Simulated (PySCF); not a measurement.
2-(2-thienyl)pyridine, C9H7NS.
Numbering: `[cH:1]1[cH:2][cH:3][c:4](-[c:5]2[cH:6][cH:7][cH:8][s:9]2)[n:10][cH:11]1` (hydrogens: H12 on C1; H13 on C2; H14 on C3; H15 on C6; H16 on C7; H17 on C8; H18 on C11)

A GFN2-xTB structure was refined with PySCF, PBE0-D3(BJ)/def2-SVP geometry optimisation, gas phase. Its GFN2-xTB values:

```tsv
coordinate	GFN2-xTB
C1–C11	1.387 Å
C1–H12	1.079 Å
C2–C3	1.381 Å
C2–H13	1.081 Å
C3–C4	1.399 Å
C3–H14	1.080 Å
C4–C5	1.446 Å
C5–C6	1.369 Å
C5–S9	1.738 Å
C6–C7	1.407 Å
C6–H15	1.074 Å
C7–C8	1.359 Å
C7–H16	1.075 Å
C8–H17	1.072 Å
N10–C11	1.317 Å
C11–H18	1.083 Å
C2–C1–C11	117.9°
C2–C3–C4	118.8°
C3–C4–N10	122.0°
C4–C5–C6	126.9°
C4–C5–S9	122.2°
C5–C4–N10	115.9°
C5–S9–C8	91.2°
C7–C8–S9	112.3°
```

Task: How do these coordinates change at the PBE0-D3(BJ)/def2-SVP level?

Result: 
| coordinate | PBE0-D3(BJ)/def2-SVP (Å or °) | change |
| --- | --- | --- |
| C4–C5 | 1.464 | +0.018 |
| C8–H17 | 1.089 | +0.017 |
| C6–H15 | 1.090 | +0.016 |
| C7–H16 | 1.091 | +0.016 |
| C11–H18 | 1.096 | +0.013 |
| C1–H12 | 1.092 | +0.013 |
| C7–C8 | 1.372 | +0.013 |
| C3–H14 | 1.092 | +0.012 |
| C2–H13 | 1.093 | +0.012 |
| C6–C7 | 1.418 | +0.011 |
| N10–C11 | 1.326 | +0.009 |
| C5–C6 | 1.377 | +0.008 |
| C1–C11 | 1.395 | +0.008 |
| C2–C3 | 1.389 | +0.008 |
| C5–S9 | 1.732 | -0.006 |
| C3–C4 | 1.405 | +0.006 |
| C5–S9–C8 | 92.1 | +0.9 |
| C7–C8–S9 | 111.8 | -0.5 |
| C4–C5–S9 | 122.7 | +0.5 |
| C4–C5–C6 | 126.6 | -0.3 |
| C3–C4–N10 | 121.8 | -0.2 |
| C5–C4–N10 | 116.1 | +0.2 |
| C2–C3–C4 | 119.0 | +0.2 |
| C2–C1–C11 | 117.8 | -0.1 |

The energy falls by 0.055 eV over 5 energy and gradient evaluations, the largest force component goes from 0.0111 to 2.9e-04 Eh/bohr, and the atoms move by 0.025 Å rms after alignment. Among the bonds, C4–C5 and C8–H17 change most and about equally (+0.017 to +0.018 Å). Bonds longer at the end by more than 0.005 Å: 16 of 19; shorter: 1. Rotational constants go from 2838, 632.7, 517.4 to 2828, 622.9, 510.5 MHz.

The run used 193 basis functions and 37 SCF cycles in all. Time: 79 s; peak memory 0.90 GiB. Hardware: one thread of an Arm Neoverse V2, shared host.

Not checked by PBE0-D3(BJ)/def2-SVP frequencies. One conformer, not necessarily the lowest.

The values belong to the conformer `[cH:1]1[cH:2][cH:3][c:4](-[c:5]2[cH:6][cH:7][cH:8][s:9]2)[n:10][cH:11]1`: C3–C4–C5–C6 180°.
